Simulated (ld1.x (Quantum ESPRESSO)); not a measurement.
## Varying the TM potential for In (Z = 49)

Base potential:

```json
{"Element": "indium", "Generator": "ld1.x (Quantum ESPRESSO) 7.5", "Type": "norm-conserving Troullier–Martins (Kleinman–Bylander form)", "Functional": "PBE", "Relativity": "fully relativistic", "Frozen core": "[Kr] 4d10", "Valence charge": "3", "Reference configuration": "5s2 5p1", "Partial waves": "5p (bound): rc 2.50 bohr; 5s (bound): rc 2.00 bohr", "Local potential": "the s channel", "Core correction": "none"}
```

Open shells are filled in proportion to 2j + 1 (rel_dist='average').

Cutoffs, loose and tight: the cutoffs (Ry, on a coarse ladder) from which the occupation-weighted sum of valence levels, in a spherical-Bessel basis at the reference potential, stays within 10 and 1 mRy of its value at 400 Ry. They do not see the model core or the augmentation charge, which bear on the density cutoff. Test errors are all-electron minus pseudo excitation energies from the reference, over the configurations 5s2 5p0; 5s1 5p0; 5s2 5p0.5; 5s1 5p1; 5s2 5p1.3; 5s1 5p2; 5s0 5p3. A dash means not determined; rows that change the core or the reference have their own tests.

A true bound ghost makes a file unfit for plane-wave use even where its test errors are small: the radial tests pick states by their node count and pass the ghost by.

```tsv
change	outcome	cutoff, loose	cutoff, tight	bound ghosts	largest test error (meV)
base	generated	18 Ry	30 Ry	none	+112
wave 5p (bound): rc 2.50 bohr becomes 5p (bound): rc 2.10 bohr	generated	18 Ry	30 Ry	none	+114
wave 5p (bound): rc 2.50 bohr becomes 5p (bound): rc 2.36 bohr	generated	18 Ry	30 Ry	none	+112
wave 5p (bound): rc 2.50 bohr becomes 5p (bound): rc 2.76 bohr	generated	18 Ry	30 Ry	none	+111
wave 5p (bound): rc 2.50 bohr becomes 5p (bound): rc 2.96 bohr	generated	18 Ry	30 Ry	none	+109
wave 5p (bound): rc 2.50 bohr becomes 5p (bound): rc 3.26 bohr	generated	18 Ry	30 Ry	none	+117
wave 5p (bound): rc 2.50 bohr becomes 5p (bound): rc 3.48 bohr	generated	18 Ry	30 Ry	none	+126
wave 5p (bound): rc 2.50 bohr becomes 5p (bound): rc 3.74 bohr	generated	18 Ry	30 Ry	none	+132
```

Task: What comes out with this change to the base: wave 5p (bound): rc 2.50 bohr becomes 5p (bound): rc 1.86 bohr?

Result: outcome: generated; cutoff, loose: 30 Ry; cutoff, tight: 40 Ry; bound ghosts: p1/2, p3/2; largest test error (meV): +196.

Task: What comes out with this change to the base: wave 5p (bound): rc 2.50 bohr becomes 5p (bound): rc 1.66 bohr?

Result: outcome: generated; cutoff, loose: 70 Ry; cutoff, tight: 100 Ry; bound ghosts: p3/2, p1/2; largest test error (meV): +269.

Reading the sweep of the p radius (base included, trends over the rows without a ghost): The loose cutoff stays near 18 Ry. The median size of the test errors (rows with all tests solved) stays near 21.3 meV. Bound ghosts are found at 1.66, 1.86 bohr.
